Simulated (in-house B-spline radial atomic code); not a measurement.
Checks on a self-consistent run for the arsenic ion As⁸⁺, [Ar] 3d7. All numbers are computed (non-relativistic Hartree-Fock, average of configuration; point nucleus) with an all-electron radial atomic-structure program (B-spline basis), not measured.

| orbital | q | ε (Eh) | <1/r> | <r²> |
| --- | --- | --- | --- | --- |
| 1s | 2 | -439.06875 | 32.5037 | 0.00287987 |
| 2s | 2 | -62.82167 | 7.19781 | 0.0498531 |
| 2p | 6 | -56.66928 | 7.1402 | 0.0389422 |
| 3s | 2 | -13.93333 | 2.41076 | 0.394055 |
| 3p | 6 | -11.73197 | 2.30562 | 0.406894 |
| 3d | 7 | -8.10886 | 2.10488 | 0.414948 |

Electron-electron repulsion V_ee = 712.7568 hartree, kinetic energy T = 2211.5739 hartree.

Task: What total energy follows from the eigenvalues?

Result: The eigenvalues count the repulsion twice, so E = Σqε - V_ee = -1498.817 - 712.757 = -2211.574 hartree; the run printed -2211.574.

Task: What is the virial ratio?

Result: -V/T = (T - E)/T = 2.000000; at the Hartree-Fock limit it is 2.

Task: What diamagnetic shielding (Lamb formula) and susceptibility (Langevin formula) do the radii give?

Result: σ = (α²/3)Σq<1/r> = 155.633/(3·137.036²) = 2762.6 ppm, and χ = -0.79199×10⁻⁶·Σq<r²> = -5.127×10⁻⁶ cm³/mol with Σq<r²> = 6.4732 bohr². Both are non-relativistic formulas without the paramagnetism of open shells.
